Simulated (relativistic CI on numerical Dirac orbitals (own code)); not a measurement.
## V4+ in a cubic cluster: 1s photoemission with charge transfer

Computed with a charge-transfer multiplet model of a cubic metal-ligand cluster with up to 2 ligand holes, Slater and spin-orbit integrals from Dirac-Coulomb-Breit ions, Slater integrals scaled by 0.8. The ground state mixes d1 with configurations of k ligand holes L, whose averages lie at kΔ + k(k − 1)U_dd/2; a core hole lowers each added d electron by U_cd. 20 K, Lorentzian 1.1 eV and Gaussian 0.6 eV FWHM.

Atomic integrals in eV (Slater integrals scaled, ζ unscaled), ground: F2dd 8.057, F4dd 5.049, zeta_d 0.029; with the core hole: F2dd 8.057, F4dd 5.049, zeta_d 0.046, G2cd 0.051. Where a configuration has fewer than two d electrons, the dd integrals are those of d2.

Cluster parameters (eV): Δ = -0.6, U_dd = 5.8, U_cd = 6.9, 10Dq(ligand) = 0.9, V(eg) = 1.55, V(t2g) = -0.77, final-state hopping factor = 0.9.

```tsv
Case	n_d	d1	d2L	d3L2	S
10Dq = -0.05 eV	1.94	0.22	0.62	0.16	0.50
10Dq = 0.55 eV	1.92	0.23	0.62	0.15	0.50
10Dq = 0.85 eV	1.91	0.24	0.62	0.15	0.50
10Dq = 1.45 eV	1.90	0.24	0.61	0.14	0.50
10Dq = 1.75 eV	1.90	0.24	0.62	0.14	0.50
```

Weights, n_d and S are thermal averages at 20 K. Binding energies count from the first peak over 30 % of the highest in each spectrum, which can be another peak from case to case. The parameters are a model scan and need not match a compound or its usual spin state. A negative ionic 10Dq is a model choice; hopping adds the covalent part of the field. Peaks in eV (height, largest 100):
- 10Dq = -0.05 eV: 0.0 (100), 7.1 (17), 8.4 (13), 15.6 (6)
- 10Dq = 0.55 eV: 0.0 (100), 7.1 (16), 15.2 (6)
- 10Dq = 0.85 eV: 0.0 (100), 7.4 (16), 15.1 (6)
- 10Dq = 1.45 eV: 0.0 (100), 7.5 (19), 15.0 (7)
- 10Dq = 1.75 eV: 0.0 (100), 7.6 (19), 15.0 (7)

Curve for 10Dq = 0.85 eV (points under 2 left out, the grid thinned):

```json
{"E (eV)": "-4.0", "Intensity": "2.4"}
{"E (eV)": "-3.6", "Intensity": "2.9"}
{"E (eV)": "-3.2", "Intensity": "3.6"}
{"E (eV)": "-2.8", "Intensity": "4.7"}
{"E (eV)": "-2.4", "Intensity": "6.3"}
{"E (eV)": "-2.0", "Intensity": "9.0"}
{"E (eV)": "-1.6", "Intensity": "13.6"}
{"E (eV)": "-1.2", "Intensity": "22.9"}
{"E (eV)": "-0.8", "Intensity": "42.8"}
{"E (eV)": "-0.4", "Intensity": "77.9"}
{"E (eV)": "0.0", "Intensity": "100.0"}
{"E (eV)": "0.4", "Intensity": "77.1"}
{"E (eV)": "0.8", "Intensity": "44.5"}
{"E (eV)": "1.2", "Intensity": "26.5"}
{"E (eV)": "1.6", "Intensity": "18.6"}
{"E (eV)": "2.0", "Intensity": "15.6"}
{"E (eV)": "2.4", "Intensity": "13.5"}
{"E (eV)": "2.8", "Intensity": "10.7"}
{"E (eV)": "3.2", "Intensity": "8.2"}
{"E (eV)": "3.6", "Intensity": "6.8"}
{"E (eV)": "4.0", "Intensity": "5.9"}
{"E (eV)": "4.4", "Intensity": "5.4"}
{"E (eV)": "4.8", "Intensity": "5.2"}
{"E (eV)": "5.1", "Intensity": "5.2"}
{"E (eV)": "5.5", "Intensity": "5.4"}
{"E (eV)": "5.9", "Intensity": "6.5"}
{"E (eV)": "6.3", "Intensity": "9.2"}
{"E (eV)": "6.7", "Intensity": "12.9"}
{"E (eV)": "7.1", "Intensity": "15.7"}
{"E (eV)": "7.5", "Intensity": "16.1"}
{"E (eV)": "7.9", "Intensity": "14.7"}
{"E (eV)": "8.3", "Intensity": "12.7"}
{"E (eV)": "8.7", "Intensity": "11.5"}
{"E (eV)": "9.1", "Intensity": "11.2"}
{"E (eV)": "9.5", "Intensity": "9.9"}
{"E (eV)": "9.9", "Intensity": "7.0"}
{"E (eV)": "10.3", "Intensity": "4.7"}
{"E (eV)": "10.7", "Intensity": "3.2"}
{"E (eV)": "11.1", "Intensity": "2.2"}
{"E (eV)": "14.1", "Intensity": "2.5"}
{"E (eV)": "14.5", "Intensity": "4.2"}
{"E (eV)": "14.9", "Intensity": "6.2"}
{"E (eV)": "15.3", "Intensity": "5.9"}
{"E (eV)": "15.7", "Intensity": "3.7"}
{"E (eV)": "16.1", "Intensity": "2.1"}
```

For the case 10Dq = 0.85 eV, Δ = -0.6 eV is smaller than U_dd = 5.8 eV, the charge-transfer side of the Zaanen-Sawatzky-Allen scheme (negative Δ: between configuration averages a ligand hole costs less than the nominal valence; multiplet and field energies can change this for the lowest states). With the core hole the average of the configuration with one ligand hole lies at Δ − U_cd = -7.5 eV before mixing: it lies below the unscreened one, so the lowest final states are mostly screened and the unscreened weight appears at higher binding energy as a satellite.

With at most 2 ligand holes the space is cut while the next configuration still counts, so covalency is underestimated, and a final configuration with one more ligand hole, which can lie low, is missing from the spectra.
